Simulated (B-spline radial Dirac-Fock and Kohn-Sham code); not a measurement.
**Gd: input and output of one calculation**

ΔSCF core binding energies without Breit or QED terms, calculated with an atomic code on a B-spline grid. Keys: rel is the Hamiltonian (dirac, or spin-free x2c and nr, where L3 and M5 stand for the whole 2p and 3d shells), method is hf or an exchange,correlation pair (spin-unpolarised, also for the hole states), nuc the nuclear model, radius_factor scales its radius, rmax is the box in bohr, h the logarithmic mesh step, order the B-spline order, points the quadrature points per cell, c_factor scales the speed of light, and damp, ndamp, maxit and tol steer the iteration. The run stops when the commutator error falls below 10·tol·max(1, Z/10), or the numerical noise floor, and the energy has settled to about 1e-8 Ha; the virial ratio is −V/T.

Input (task.json):

```json
{"items": [{"Z": 64, "q": 0, "cfg": [[1, 0, 2], [2, 0, 2], [2, 1, 6], [3, 0, 2], [3, 1, 6], [3, 2, 10], [4, 0, 2], [4, 1, 6], [4, 2, 10], [4, 3, 7], [5, 0, 2], [5, 1, 6], [5, 2, 1], [6, 0, 2]], "A": 158, "rrms": 5.1569, "do": "settings", "holes": ["K", "L3", "M5"],
  "settings": [{"rel": "dirac", "method": "pbee", "nuc": "fermi", "radius_factor": 1.0, "rmax": 45.0, "h": 0.3, "order": 8, "points": 10, "c_factor": 1.0, "maxit": 78, "damp": 0.5, "ndamp": 3, "tol": 1e-08}]}]}
```

Command: `python xray2_run.py task.json out`

The program stops without a result: KeyError: "LibXCFunctional: name 'PBEE' not found.".

Question: One setting is unsound. Which, and why?

Answer: method names a functional that the program does not serve. With the default settings (Dirac Hartree-Fock): The ground state converged in 13 iterations, with total energy -11274.20573 Ha, virial ratio 1.91726 and highest orbital energy -5.44 eV. ΔSCF binding energies: K (1s) 50463.8 eV, L3 (2p3/2) 7271.0 eV, M5 (3d5/2) 1199.5 eV.
